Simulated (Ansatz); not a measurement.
Reaction (redistribution): `[F][GeH2][SiH2]Cl` + `[OH][Al]([F])[SH]` → `O[SiH2][GeH2][F]` + `[F][Al]([SH])[Cl]`

Gas-phase electronic energies from Ansatz, PBE0-D4/def2-TZVP geometries. CCSD(T)/CBS is the MP2 limit (def2-TZVPP, def2-QZVPP) plus CCSD(T) − MP2 in def2-TZVPP, frozen cores. For Ge outer-core shells are correlated without core-valence functions, which leaves a few kJ/mol of doubt a bond. Scalar relativity is left out up to krypton. One conformer a species, not always the lowest.

```json
{"species": "`[F][GeH2][SiH2]Cl`", "MP2/def2-TZVPP energy (Eh)": "-2926.54044"}
{"species": "`[OH][Al]([F])[SH]`", "MP2/def2-TZVPP energy (Eh)": "-815.95259"}
{"species": "`O[SiH2][GeH2][F]`", "MP2/def2-TZVPP energy (Eh)": "-2542.55855"}
{"species": "`[F][Al]([SH])[Cl]`", "MP2/def2-TZVPP energy (Eh)": "-1199.94106"}
```

Question: Work out ΔE.

Answer: ΔE = (-2542.55855) + (-1199.94106) − (-2926.54044) − (-815.95259) = -0.00658 Eh = -0.18 eV. CCSD(T)/CBS gives -0.20 eV.

Largest T1 diagnostic among the species: 0.012.

In def2-TZVPP, CCSD(T) changes the Hartree–Fock value by +0.04 eV (the triples alone add −0.00 eV) and MP2 by +0.05 eV.
